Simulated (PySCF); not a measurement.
Cd⁺ (cadmium, charge +1) across methods

[Kr] 4d10 5p1, 2P determinant (an excited configuration). Calculation: PySCF 2.14, in aug-cc-pwCVTZ-PP with ECP28MDF (8s8p7d4f3g, 122 functions); a scalar-relativistic core potential.

| method | E (hartree) | mean ε 4d α (eV) | mean ε 4d β (eV) | mean ε 5p α (eV) | Σ⟨r²⟩ (bohr²) | ⟨S²⟩ |
| --- | --- | --- | --- | --- | --- | --- |
| r2SCAN | -167.2535 | -22.276 | -22.175 | -8.862 | 40.12 | 0.753 |
| LDA | -166.8850 | -22.157 | -22.036 | -8.822 | 40.26 | 0.751 |
| BLYP | -167.1606 | -21.809 | -21.717 | -8.618 | 40.41 | 0.751 |
| B3LYP | -167.2574 | -23.758 | -23.671 | -9.215 | 40.41 | 0.751 |
| CAM-B3LYP | -167.1662 | -25.639 | -25.547 | -10.284 | 40.40 | 0.752 |
| PBE0 | -167.1997 | -24.165 | -24.059 | -9.295 | 40.44 | 0.752 |
| PBE | -167.1999 | -21.942 | -21.821 | -8.725 | 40.40 | 0.752 |
| UHF | -166.38006 | -29.908 | -29.856 | -10.483 | 41.51 | 0.753 |

Energies and moments cover only the electrons outside the core potential.
